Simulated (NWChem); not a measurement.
triflate (CF₃O₃S anion); SMILES O=S(=O)([O-])C(F)(F)F

```xyz
8

O      1.0257     1.0257     1.2563
S      0.0000     0.0000     0.9387
O      0.3754    -1.4012     1.2563
O     -1.4012     0.3754     1.2563
C      0.0000     0.0000    -0.9610
F      1.2098    -0.3242    -1.4584
F     -0.3242     1.2098    -1.4584
F     -0.8856    -0.8856    -1.4584
```
Atoms are numbered in this order, from 1.

Computed with NWChem. Pople sets run with spherical d functions. Sets without diffuse functions describe the anion's extra electron poorly. Structure relaxed at the B3LYP/def2-SVPD level. Not confirmed as a minimum by frequencies. Atomic charges in e: unrestrained fits to the electrostatic potential beside Mulliken populations; buried atoms are poorly determined by the fit.

For level B3LYP/def2-SVP:

| Item | Result |
|---|---|
| Mulliken O1 | -0.57 |
| Mulliken S2 | 0.89 |
| Mulliken O3 | -0.57 |
| Mulliken O4 | -0.57 |
| Mulliken C5 | 0.41 |

Question: What are these values for level Hartree-Fock/6-31G*?

Answer: 
- Mulliken O1 = -0.78
- Mulliken S2 = 1.67
- Mulliken O3 = -0.78
- Mulliken O4 = -0.78
- Mulliken C5 = 0.93
